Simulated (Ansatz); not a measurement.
`O[Si]F` + `F[Si](F)([SiH3])Br` → `O[Si]Br` + `F[Si](F)(F)[SiH3]`  (redistribution)

Calculated with Ansatz (gas phase, PBE0-D4/def2-TZVP geometries, no zero-point term in ΔE). CBS: MP2 limit from def2 TZ/QZ plus the TZ coupled-cluster correction, frozen cores. This one scheme is used for every species. DFT in def2-TZVPP. B3LYP here is the variant with VWN-RPA as its local correlation; programs differ in this. For Br outer-core shells are correlated without core-valence functions, which leaves a few kJ/mol of doubt a bond. Scalar relativity is left out up to krypton. Each species was taken in one conformer, which may not be the lowest.

`O[Si]F`:

Z-matrix (Å, degrees):
```
O
Si 1 1.637
H 1 0.963 2 120.3
F 2 1.620 1 101.6 3 0.0
```

`F[Si](F)([SiH3])Br`:

```xyz
8

F    -1.852    1.286    0.131
Si   -1.006    0.069   -0.435
F    -0.999    0.227   -2.013
Si    1.158    0.058    0.432
Br   -2.090   -1.784    0.050
H     1.064   -0.082    1.906
H     1.844    1.326    0.077
H     1.881   -1.100   -0.149
```

`O[Si]Br`:

```xyz
4

O    -0.585    0.803   -0.504
Si    0.929    0.195   -0.613
Br    0.871   -1.441    0.987
H    -1.214    0.443    0.130
```

`F[Si](F)(F)[SiH3]`:

Z-matrix (Å, degrees):
```
Si
F 1 1.582
F 1 1.582 2 107.0
F 1 1.582 2 107.0 3 -114.3
Si 1 2.328 2 111.9 3 122.8
H 5 1.484 1 108.7 2 -60.0
H 5 1.484 1 108.7 2 60.0
H 5 1.484 1 108.7 2 -180.0
```

```tsv
level	ΔE (kJ/mol)	difference from CCSD(T)/CBS
PBE0-D4	-14.5	-1.4
B3LYP-D4	-14.5	-1.4
r2SCANh-D4	-16.7	-3.6
CAM-B3LYP	-13.7	-0.6
CCSD/def2-SVP	-13.4	-0.3
SCS-MP2/def2-TZVPP	-13.7	-0.6
MP2/def2-QZVPP	-12.1	1.0
SCS-MP2/def2-QZVPP	-13.0	0.1
HF/CBS(def2)	-20.6	-7.5
CCSD/CBS(def2)	-13.4	-0.3
CCSD(T)/CBS	-13.1	0
```

Largest T1 diagnostic among the species: 0.015.

Leaving LDA and LC-ωPBE aside and taking each functional with its dispersion term where it has one, the values, not all of them listed here, spread over 7.1 kJ/mol, from r2SCAN0-D4 to ωB97X-V. In def2-TZVPP, CCSD(T) changes the Hartree–Fock value by +6.5 kJ/mol (the triples alone add +0.2 kJ/mol) and MP2 by +7.9 kJ/mol.
